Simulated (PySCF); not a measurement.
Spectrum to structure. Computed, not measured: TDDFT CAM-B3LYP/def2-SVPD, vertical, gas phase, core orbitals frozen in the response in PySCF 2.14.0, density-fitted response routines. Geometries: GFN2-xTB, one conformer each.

| state | E (eV) | λ (nm) | f |
| --- | --- | --- | --- |
| S1 | 6.05 | 205.1 | 0.0025 |
| S2 | 6.36 | 194.9 | 0.132 |
| S3 | 6.64 | 186.7 | 0.050 |
| S4 | 6.83 | 181.4 | 0.011 |
| S5 | 7.03 | 176.4 | 0.0056 |
| S6 | 7.09 | 175.0 | 0.018 |
| S7 | 7.22 | 171.8 | 0.035 |
| S8 | 7.46 | 166.3 | 0.014 |

**Question.** Which candidate is it? All have the formula C4H8ClFSi2.
A. `CC[Si@@H](Cl)C#C[SiH2]F`
B. `FCC[SiH2]C#C[SiH2]Cl`
C. `F[C@@H](Cl)C[SiH2]C#C[SiH3]`
D. `FC1=C(Cl)C[SiH2][SiH2]C1`
E. `F[Si@@]1([SiH3])C=CC[C@@H]1Cl`

**Answer.** E. Its S1, at 6.05 eV, is the highest among the candidates; the nearest of the others has S1 at 5.68 eV. S1 is HOMO→LUMO (69%), HOMO-1→LUMO (18%). Löwdin shares by element: HOMO carbon 42% or more, chlorine 28% (atoms not listed hold the other 29%); LUMO carbon 40% or more, silicon 30% (atoms not listed hold the other 30%). At the same level the other candidates give, for their lowest levels:
- `FC1=C(Cl)C[SiH2][SiH2]C1`: 5.51 eV (f 0.015); 5.90 eV (f 0.003); 6.10 eV (f 0.030); 6.27 eV (f 0.161); 6.71 eV (f 0.013); T1 4.01 eV; HOMO -7.97, LUMO 0.41 eV
- `F[C@@H](Cl)C[SiH2]C#C[SiH3]`: 5.68 eV (f 0.000); 5.92 eV (f 0.001); 5.92 eV (f 0.002); 7.26 eV (f 0.006); 7.59 eV (f 0.002); T1 4.72 eV; HOMO -9.57, LUMO 0.32 eV
- `CC[Si@@H](Cl)C#C[SiH2]F`: 5.37 eV (f 0.001); 5.79 eV (f 0.005); 5.98 eV (f 0.001); 6.97 eV (f 0.001); 7.43 eV (f 0.171); T1 4.61 eV; HOMO -9.69, LUMO -0.32 eV
- `FCC[SiH2]C#C[SiH2]Cl`: 5.55 eV (f 0.000); 5.84 eV (f 0.007); 5.90 eV (f 0.000); 7.37 eV (f 0.004); 7.52 eV (f 0.352); T1 4.67 eV; HOMO -9.65, LUMO -0.01 eV
Triplets come from the Tamm–Dancoff approximation.
